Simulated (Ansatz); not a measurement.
`[CH3][Ge]1([OH])[CH2][NH]1`, charge 0, multiplicity 1.

(1) Give a relaxed structure at PBE0-D4/def2-TZVP (Ansatz). (An estimate is asked.)

Results:

(1) Computed: 
Z-matrix (Å, degrees):
```
C
Ge 1 1.928
H 1 1.090 2 109.7
H 1 1.090 2 109.7 3 120.1
H 1 1.090 2 109.6 3 -120.4
O 2 1.772 1 108.4 3 -178.6
C 2 1.909 1 126.8 3 -13.9
N 2 1.849 1 124.7 3 45.2
H 6 0.961 2 110.5 1 -160.6
H 7 1.088 2 122.6 1 -150.8
H 7 1.090 2 117.8 1 -3.0
H 8 1.012 2 121.6 1 -5.6
```
This is one stationary point; other conformers may exist.
